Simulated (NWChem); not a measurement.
C3H3ClF2; SMILES Cl[C@@H]1CC1(F)F

### Question
Give the equilibrium geometry at PBE-D3(BJ)/def2-SVP (NWChem) as an XYZ file, with the point group.

### Answer
point group C1; any orientation.
```
9

F     -0.2252     1.9978     0.7176
C      0.0494     0.9074    -0.0345
F      1.3502     0.8871    -0.3780
C     -0.9708     0.4035    -0.9994
C     -0.6532    -0.3737     0.2891
Cl     0.2068    -1.9088     0.2079
H     -1.9484     0.9067    -1.0607
H     -0.5842    -0.0241    -1.9374
H     -1.4019    -0.3416     1.0968
```
